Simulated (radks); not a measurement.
Species: N2+. Configuration: [He] 2s1 2p1 3s1 (not the ground configuration). Calculated with a radial shooting solver on a logarithmic mesh with Libxc functionals: scalar-relativistic Kohn-Sham, r2SCAN, spin-polarised, spherical densities, finite nucleus; open shells are filled with parallel spins first; meta-GGA in the generalised Kohn-Sham scheme; Fermi nuclear charge, rms radius 2.5582 fm. Some entries of the table are withheld. Estimate them.

orbital  occ.  eigenvalue (hartree)  r(max) (bohr)  <r> (bohr)
1s up       1             -16.30989         0.1481      0.2287
1s down     1             -16.22412         0.1482      0.2282
2s up       1              -2.25293         0.9208       1.103
2p up       1              -1.79743            (1)       1.052
3s up       1              -0.64288          2.851       3.106

Answer. 
(1) 2p up r(max) (bohr): 0.8208
